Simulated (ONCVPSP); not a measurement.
## Reading a pseudo-wave (copper)

Columns: radius, all-electron u(r) and pseudo u(r) of the 3d shell (level -5.04 eV) of copper in the configuration [Ne] 3s2 3p6 3d10 4s1; PBE, scalar-relativistic, ONCV scheme, ONCVPSP 4.0.1.

| r (bohr) | all-electron | pseudo |
| --- | --- | --- |
| 0.060 | 0.0314 | 0.0054 |
| 0.120 | 0.1519 | 0.0408 |
| 0.180 | 0.3244 | 0.1259 |
| 0.240 | 0.5030 | 0.2638 |
| 0.300 | 0.6598 | 0.4411 |
| 0.360 | 0.7840 | 0.6319 |
| 0.420 | 0.8736 | 0.8075 |
| 0.480 | 0.9314 | 0.9442 |
| 0.540 | 0.9623 | 1.0297 |
| 0.600 | 0.9720 | 1.0641 |
| 0.660 | 0.9655 | 1.0564 |
| 0.720 | 0.9476 | 1.0213 |
| 0.780 | 0.9219 | 0.9726 |
| 0.840 | 0.8910 | 0.9209 |
| 0.900 | 0.8572 | 0.8720 |
| 0.960 | 0.8218 | 0.8278 |
| 1.020 | 0.7859 | 0.7877 |
| 1.080 | 0.7503 | 0.7506 |
| 1.140 | 0.7154 | 0.7153 |
| 1.200 | 0.6815 | 0.6814 |
| 1.260 | 0.6489 | 0.6489 |
| 1.320 | 0.6177 | 0.6177 |
| 1.380 | 0.5880 | 0.5879 |
| 1.440 | 0.5596 | 0.5596 |
| 1.500 | 0.5328 | 0.5327 |
| 1.560 | 0.5073 | 0.5072 |

Question: How many radial nodes do the two functions have?

Answer: The all-electron 3d function has n − l − 1 = 0; the pseudo-wave has 0.

Question: At about which radius was the pseudo-wave matched?

Answer: 1.20 bohr. The columns agree to 0.0005 from 1.08 bohr on; several derivatives are matched, so the curves merge somewhat inside the radius.

Question: Is the pseudo-wave norm-conserving?

Answer: Yes: the ONCV scheme keeps the norm inside the radius equal to the all-electron one, which fixes the energy derivative of the logarithmic derivative at the level.
